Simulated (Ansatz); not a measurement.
Consider the formal hydrolysis of a C–Si bond: `C#CC[SiH2][GaH2]` + H₂O → `C#CCO` + `[SiH3][GaH2]`.

Gas-phase electronic energies from Ansatz, PBE0-D4/def2-TZVP geometries. CCSD(T)/CBS adds triple-zeta CCSD(T) − MP2 to the extrapolated MP2 energy (def2 sets, frozen cores). This one scheme is used for every species. DFT in def2-TZVPP. For Ga outer-core shells are correlated without core-valence functions, which leaves a few kJ/mol of doubt a bond. Scalar relativity is left out up to krypton. Each species was taken in one conformer, which may not be the lowest.

```json
{"species": "`C#CC[SiH2][GaH2]`", "RPA@PBE/def2-TZVPP energy (Eh)": "-2331.15806"}
{"species": "H₂O", "RPA@PBE/def2-TZVPP energy (Eh)": "-76.45633"}
{"species": "`C#CCO`", "RPA@PBE/def2-TZVPP energy (Eh)": "-191.88128"}
{"species": "`[SiH3][GaH2]`", "RPA@PBE/def2-TZVPP energy (Eh)": "-2215.69410"}
```

Question: Work out ΔE.

Answer: ΔE = (-191.88128) + (-2215.69410) − (-2331.15806) − (-76.45633) = 0.03901 Eh = +24.5 kcal/mol. CCSD(T)/CBS gives +27.8 kcal/mol.

Largest T1 diagnostic among the species: 0.013.

From PBE to PBE0 (25 % exact exchange), in def2-TZVPP and without D4, ΔE moves by +0.8 kcal/mol. At CCSD(T), def2-SVP lies −8.7 kcal/mol from the extrapolated value and def2-TZVPP −1.4 kcal/mol. Leaving LDA and LC-ωPBE aside and taking each functional with its dispersion term where it has one, the values, not all of them listed here, spread over 4.8 kcal/mol, from CAM-B3LYP-D4 to PBE-QIDH. LDA lies +5.1 kcal/mol from PBE without D4.
